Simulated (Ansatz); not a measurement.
Calculated with Ansatz (gas phase, PBE0-D4/def2-TZVP geometries, no zero-point term in ΔE). CCSD(T)/CBS adds triple-zeta CCSD(T) − MP2 to the extrapolated MP2 energy (def2 sets, frozen cores). Functionals use def2-TZVPP. def2 core potentials past Kr. For Se, Sn outer-core shells are correlated without core-valence functions, which leaves a few kJ/mol of doubt a bond. Scalar relativity is left out up to krypton. One conformer a species, not always the lowest.

Reaction (ligand exchange at the Sn–C bond): `C[C](=N)[SnH3]` + `C[SeH]` → `C[Se][SnH3]` + `CC=N`

`C[C](=N)[SnH3]`:

Cartesian coordinates in Å:
```
C 0.239 1.572 -0.375
C 0.609 0.136 -0.183
N 1.795 -0.238 -0.412
Sn -0.954 -1.229 0.489
H -0.566 1.664 -1.111
H 1.106 2.144 -0.711
H -0.139 1.997 0.560
H 1.934 -1.235 -0.248
H -2.246 -1.288 -0.627
H -1.570 -0.762 2.013
H -0.206 -2.762 0.604
```

`C[SeH]`:

Cartesian coordinates in Å:
```
C 0.173 0.085 -0.511
Se 0.308 -0.595 1.310
H -0.674 -0.363 -1.024
H 1.094 -0.212 -1.010
H 0.097 1.170 -0.510
H -0.998 -0.085 1.745
```

`C[Se][SnH3]`:

```xyz
9

C     0.366    1.537   -0.647
Se    0.719   -0.267   -1.325
Sn   -0.336   -1.523    0.591
H    -0.704    1.712   -0.558
H     0.861    1.692    0.309
H     0.782    2.223   -1.384
H     0.435   -1.073    2.048
H    -0.130   -3.182    0.274
H    -1.994   -1.119    0.692
```

`CC=N`:

Cartesian coordinates in Å:
```
C -0.324 -0.726 0.200
C 0.292 0.633 0.253
N 0.608 1.380 -0.715
H -1.278 -0.732 0.736
H -0.493 -1.051 -0.828
H 0.322 -1.454 0.701
H 0.489 1.022 1.258
H 0.384 0.929 -1.605
```

```csv
level,ΔE (kcal/mol)
r2SCAN-D4,-23.2
PBE0-D4,-23.9
PBE,-22.4
PBE0,-24.0
MP2/def2-TZVPP,-22.6
SCS-MP2/def2-TZVPP,-22.7
HF/def2-QZVPP,-27.2
MP2/CBS(def2),-24.6
```

(1) What does CCSD(T)/CBS give? (Estimate.)

Largest T1 diagnostic among the species: 0.014.

Results:

(1) The calculation gave: -23.8 kcal/mol. The listed levels differ from it by 0.6, -0.1, 1.4, -0.2, 1.2, 1.1, -3.4, -0.8 kcal/mol.

From PBE to PBE0 (25 % exact exchange), in def2-TZVPP and without D4, ΔE moves by −1.6 kcal/mol. In def2-TZVPP, CCSD(T) changes the Hartree–Fock value by +5.3 kcal/mol (the triples alone add +0.7 kcal/mol) and MP2 by +4.5 kcal/mol.
